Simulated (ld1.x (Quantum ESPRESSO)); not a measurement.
Results of a calculation; reference values are marked as such.
# Potentials for Pd compared

Generated with ld1.x 7.5 (TM, RRKJ, ultrasoft, PAW), atompaw 4.2 or ONCVPSP 4.0.1. The cutoff is in Ry: for ld1.x and atompaw files where the sum of valence levels is converged to 10 mRy in a Bessel basis, for ONCV files where the hardest occupied wave has 1 mHa per electron of residual kinetic energy. The error is the largest all-electron minus pseudo excitation energy over each file’s own four to seven test configurations (ionisations up to +4, promotions, holes and added fractions of an electron), all of which were solved. The labels leave out finer settings (local radius, basis sizes, second energies), which also bear on the numbers. Spin-polarised tests are not counted. The rows are a selection from randomly drawn settings: files with unsolved tests, undetermined cutoffs or missed reference levels are left out.

A true bound ghost makes a file unfit for plane-wave use even where its test errors are small: the radial tests pick states by their node count and pass the ghost by.

```tsv
potential	cutoff (Ry)	largest error (meV)	bound ghosts
TM, PBE, scalar-relativistic, rc 2.05/1.75/1.95 (spd), local smoothed, core correction no, reference 4p6 4d9 5s0 5p0	55	-115	s
TM, PBE, scalar-relativistic, rc 2.60/2.65/2.00 (spd), local s, core correction no, reference 4d9 5s0 5p0	50	-1399	none
RRKJ, LDA (PZ), scalar-relativistic, rc 1.40/1.10/1.50 (spd), local smoothed, core correction yes, reference 4s2 4p6 4d10 5s0 5p0	120	+242	none
TM, PBE, scalar-relativistic, rc 1.25/1.75/1.95 (spd), local d, core correction yes, reference 4s2 4p6 4d10 5s0 5p0	100	+209	none
```

Problem. Fill in the row for Pd: TM, LDA (PZ), non-relativistic, rc 2.10/1.60/1.70 (spd), local smoothed, core correction yes, reference 4p6 4d9 5s0 5p0.

Solution. cutoff 60 Ry, largest error +87 meV, bound ghosts: s.

Problem. Fill in the row for Pd: TM, LDA (PZ), scalar-relativistic, rc 1.35/1.35/2.05 (spd), local d, core correction yes, reference 4s2 4p6 4d10 5s0 5p0.

Solution. cutoff 90 Ry, largest error +492 meV, bound ghosts: none.
